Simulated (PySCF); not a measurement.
Compound: CH₅B₂F.
SMILES: `BCBF`

Computed with EOM-IP-CCSD/aug-cc-pVDZ in PySCF, restricted Hartree–Fock reference, frozen core, non-relativistic, gas phase, PBE0-D3(BJ)/def2-SVP geometry.

Hartree–Fock orbital energies give these Koopmans values (eV): HOMO 12.40, HOMO-1 12.94, HOMO-2 13.58, HOMO-3 15.24, HOMO-4 16.83, HOMO-5 18.02, HOMO-6 18.50, HOMO-7 19.15.

Q: What vertical ionisation energies does EOM-IP-CCSD give?

A: 
```json
{"leading hole (HF orbital)": "HOMO", "Koopmans (eV)": "12.40", "EOM-IP-CCSD (eV)": "11.55", "change (eV)": "-0.85", "one-hole share": "0.96"}
{"leading hole (HF orbital)": "HOMO-1", "Koopmans (eV)": "12.94", "EOM-IP-CCSD (eV)": "12.24", "change (eV)": "-0.70", "one-hole share": "0.96"}
{"leading hole (HF orbital)": "HOMO-2", "Koopmans (eV)": "13.58", "EOM-IP-CCSD (eV)": "12.72", "change (eV)": "-0.86", "one-hole share": "0.96"}
{"leading hole (HF orbital)": "HOMO-3", "Koopmans (eV)": "15.24", "EOM-IP-CCSD (eV)": "14.35", "change (eV)": "-0.89", "one-hole share": "0.95"}
{"leading hole (HF orbital)": "HOMO-4", "Koopmans (eV)": "16.83", "EOM-IP-CCSD (eV)": "15.52", "change (eV)": "-1.31", "one-hole share": "0.94"}
{"leading hole (HF orbital)": "HOMO-5", "Koopmans (eV)": "18.02", "EOM-IP-CCSD (eV)": "16.15", "change (eV)": "-1.87", "one-hole share": "0.94"}
{"leading hole (HF orbital)": "HOMO-6", "Koopmans (eV)": "18.50", "EOM-IP-CCSD (eV)": "16.81", "change (eV)": "-1.69", "one-hole share": "0.94"}
{"leading hole (HF orbital)": "HOMO-7", "Koopmans (eV)": "19.15", "EOM-IP-CCSD (eV)": "17.28", "change (eV)": "-1.87", "one-hole share": "0.93"}
```

Q: Does the order of the lines follow the orbital energies?

A: Yes, no two lines change places. The corrections run from -1.87 to -0.70 eV, with a mean of -1.25 eV over the 8 lines; no line lies above its Koopmans value.

Q: At what kinetic energies would He II light (40.81 eV) eject these electrons?

A: 29.26 eV (HOMO), 28.57 eV (HOMO-1), 28.09 eV (HOMO-2), 26.46 eV (HOMO-3), 25.29 eV (HOMO-4), 24.66 eV (HOMO-5), 24.00 eV (HOMO-6), 23.53 eV (HOMO-7).

One root was sought for each valence orbital with −ε under 21 eV, eight at most, so deeper holes and satellites are missing; no vibrational structure.

The values belong to the conformer `[BH2:1][CH2:2][BH:3][F:4]`: B1–C2–B3–F4 -110°.
